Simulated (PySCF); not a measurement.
Compound: C7H8O3.
Cartesian coordinates in Å at the GFN2-xTB level; atoms count from 1:
```
atom  x, y, z in Å
C1    -3.189   -0.650   -1.034
O2    -2.470   -1.474   -0.141
C3    -1.218   -1.115    0.180
C4    -0.529   -0.047   -0.241
C5     0.816    0.256    0.167
C6     1.693   -0.336    0.993
C7     2.954    0.461    1.022
O8     2.729    1.547    0.147
C9     1.485    1.472   -0.377
O10    1.043    2.278   -1.147
H11   -4.168   -1.112   -1.144
H12   -2.694   -0.597   -2.008
H13   -3.304    0.361   -0.633
H14   -0.792   -1.832    0.868
H15   -0.949    0.672   -0.928
H16    1.577   -1.230    1.574
H17    3.182    0.851    2.022
H18    3.824   -0.106    0.670
```

Probes without a nucleus sit at each ring's centroid and 1 Å off its mean plane on both sides; NICS is minus the shielding there, NICSzz its component along the normal. Level: GIAO PBE0/pcSseg-1 (PySCF, non-relativistic, gas phase) on the GFN2-xTB geometry, one conformer.

Ring bond lengths (Å), with Mayer bond orders in brackets: C5–C6 1.342 (1.67), C6–C7 1.492 (1.06), C7–O8 1.413 (0.91), O8–C9 1.352 (1.06), C9–C5 1.491 (0.99).

Question: Give the NICS values of each ring in ppm.

Answer: 
```tsv
ring	type	NICS(0)	NICS(1), two faces	NICS(1)zz, two faces	rms pucker (Å)	centre to ring atoms, mean (Å)
C5–C6–C7–O8–C9	5-membered ring with O; formal bonds 1 double, 4 single	-5.0	-4.8 / -4.8	-8.2 / -8.2	0.00	1.21
```

Question: What can be read from them?

Answer: 
- C5–C6–C7–O8–C9: mean NICS(1)zz -8.2 ppm, shielded. C7 has four or more neighbours, and the NICS criterion for π rings isn't applied.

Question: What is the mean of the two in-plane components of NICS at the first NICS(1) probe listed for ring C5–C6–C7–O8–C9, 1 Å off the ring?

Answer: The isotropic value is a third of the trace: (3 × -4.8 − (-8.2))/2 = -3.1 ppm.

Question: What are the shieldings of the ring atoms and their hydrogens in the same run (means over atoms taken as equivalent)?

Answer: 
```tsv
atoms	environment	σ isotropic (ppm)	principal values of the symmetric part, first atom (ppm)
C5	fully substituted alkene carbon	50.4	-56.3, 59.4, 148.1
C6	alkene CH carbon	50.8	-53.8, 54.5, 151.9
C7	sp3 carbon bound to oxygen	113.7	96.1, 98.8, 146.3
O8	ester single-bonded oxygen	124.1	-84.3, 227.2, 229.3
C9	ester carbonyl carbon	9.4	-77.7, 39.1, 66.7
H16	vinylic hydrogen	24.79	23.0, 23.6, 27.8
H17 (×2)	methylene hydrogen	26.76	23.0, 25.2, 32.1
```
